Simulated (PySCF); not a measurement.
C₆H₈, SMILES C1(CC1)C#CC.

Geometry optimised at B3LYP-D3(BJ)/def2-SVP.

All values below come from PySCF with SMD-ωB97X/def2-SVP.

Solvation free energies are E(SMD) − E(gas) at the gas-phase geometry, for 1 M in both phases. In vacuum the dipole moment is 0.16 D.

Problem. Estimate the solvation free energies in water, ethylethanoate, methanol. (The exact figures need the calculation; the answer reports its results.)

Solution. 
```tsv
solvent	ΔG(solv) (kcal/mol)	its non-electrostatic (CDS) part	dipole (D)
water	-1.3	3.3	0.20
ethylethanoate	-5.8	-2.3	0.20
methanol	-5.3	-0.8	0.20
```
